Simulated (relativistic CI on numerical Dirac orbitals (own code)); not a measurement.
Calculated at this level of theory: Dirac-Coulomb-Breit CI, orbitals from a KLI potential per configuration, a model potential for QED, unscaled Slater integrals (own radial code, finite nucleus).

Configurations in the expansion (outside the closed core 1s2): 2s2 2p4, 2s 2p5, 2p6, 2p5 3s, 2s2 2p3 3s, 2p5 3p, 2p5 3d, 2s2 2p3 3p, 2s2 2p3 3d, 2s 2p4 3s, 2s 2p4 3p, 2s 2p4 3d, 2s2 2p3 4s, 2s2 2p3 4p, 2s2 2p3 4d, 2s2 2p3 4f, 2s2 2p2 3s2, 2s2 2p2 3s 3p, 2s 2p4 4s, 2s 2p4 4p, 2s2 2p3 5s, 2s2 2p2 3s 3d, 2s2 2p3 5p, 2s2 2p2 3p2, 2s 2p4 4d, 2s2 2p3 5d, 2s 2p4 4f, 2s2 2p3 5f, 2s2 2p3 5g, 2s2 2p2 3p 3d, 2s 2p3 3s2, 2s2 2p2 3d2, 2s 2p3 3s 3p, 2s 2p3 3s 3d, 2s 2p3 3p2, 2s 2p4 5s. Levels of other configurations are missing.

At this charge energies of transitions that change n are usually good to better than 1 %, and those within a shell (Δn = 0) to a few per cent.

Outline of the computed level scheme of Os LXIX. Lowest level of each configuration: 2s2 2p4 3P_2 at 0.0 eV; 2s 2p5 3P°_2 at 2010.5 eV; 2p6 1S_0 at 4149.6 eV; 2s2 2p3 3s 3P°_2 at 9122.7 eV; 2s2 2p3 3p 3P_1 at 9250.7 eV; 2s2 2p3 3d 3D°_2 at 9828.7 eV; 2s 2p4 3s 5P_3 at 11054.7 eV; 2s 2p4 3p 5P°_2 at 11190.6 eV.

Some strong electric-dipole decays among the lowest 45 levels: 2s2 2p3 3d 3D°_3 → 2s2 2p4 3P_2 (2.6e+15 s⁻¹); 2s2 2p3 3d 3D°_1 → 2s2 2p4 1S_0 (1.6e+15 s⁻¹); 2s2 2p3 3d 3D°_2 → 2s2 2p4 3P_2 (1.2e+15 s⁻¹); 2s 2p4 3p 3D°_3 → 2s2 2p4 3P_2 (5.9e+14 s⁻¹); 2s2 2p3 3d 3D°_1 → 2s2 2p4 3P_2 (3.0e+14 s⁻¹); 2s2 2p3 3s 1D°_2 → 2s2 2p4 1D_2 (2.4e+14 s⁻¹); 2s 2p4 3p 5P°_2 → 2s2 2p4 3P_2 (2.4e+14 s⁻¹); 2s 2p4 3s 3P_2 → 2s 2p5 3P°_2 (2.4e+14 s⁻¹).

LS names give the leading component of a level, which can be under half, so a name can repeat, a term be missing and a line seem to break the LS rules.
